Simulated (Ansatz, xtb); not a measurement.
Molecule: N2H, charge 0, multiplicity 2. It need not be the lowest isomer of its formula. 
Coordinates optimised at B3LYP-D3(BJ)/def2-TZVP (Ansatz, a first-principles code):
SMILES: [N][NH]
```xyz
3

N     -0.0579    -0.0320    -0.5110
N     -0.0606    -0.0052     0.6555
H      0.8295     0.2602    -1.0114
```
Charge 0, spin multiplicity 2.

Harmonic wavenumbers from GFN2-xTB (xtb, at its own minimum), cm⁻¹: 1097, 1997, 2904.

Problem. Give the harmonic wavenumbers at B3LYP-D3(BJ)/def2-TZVP (Ansatz, finite differences of forces, unscaled).

Solution. 1121, 1878, 2751 cm⁻¹. Zero-point energy 8.2 kcal/mol.

Problem. From these and the geometry, give the ideal-gas thermochemistry at 298.15 K and 1 atm (rigid rotor, harmonic oscillator).

Solution. Point group Cs, rotational symmetry number 1. Rotational constants 668.4, 46.94, 43.86 GHz. S(trans) 36.03, S(rot) 16.11, S(vib) 0.06, S(elec, spin only) 1.38, S 53.6 cal/(mol K). H(298) - H(0) 2.38 kcal/mol; G - E(el) -5.4 kcal/mol.
